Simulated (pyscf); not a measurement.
PySCF, gas phase, ωB97X-D3(BJ)/def2-SVP geometries. MP2 and CC: frozen core, UHF for open shells. ΔMP2 is the change of the MP2 total energy from the triple- to the quadruple-zeta basis.

What is the homolytic dissociation enthalpy (298 K, CCSD(T)/def2-TZVPP + ΔMP2(QZVPP)) of the Ga–P bond of H₃Si–PH–GaH₂, to H₃Si–PH• + GaH₂•?

Ga–P to H₃Si–PH• + GaH₂•: 71.9 kcal/mol. The radicals are drawn with the spin at the cut bond; how far it spreads was not checked. Other isomers of H₃Si–PH• were not searched in full and may lie lower. The CCSD(T) − MP2 part came from Ansatz, without density fitting, on the same reference. The frozen core leaves the outer d or s,p core shells of the metals and heavy elements correlated in the MP2 and CC values, and def2-TZVPP describes them poorly, which can shift differences by a few kcal/mol. Elements up to Kr have no core potential and no relativistic terms here.
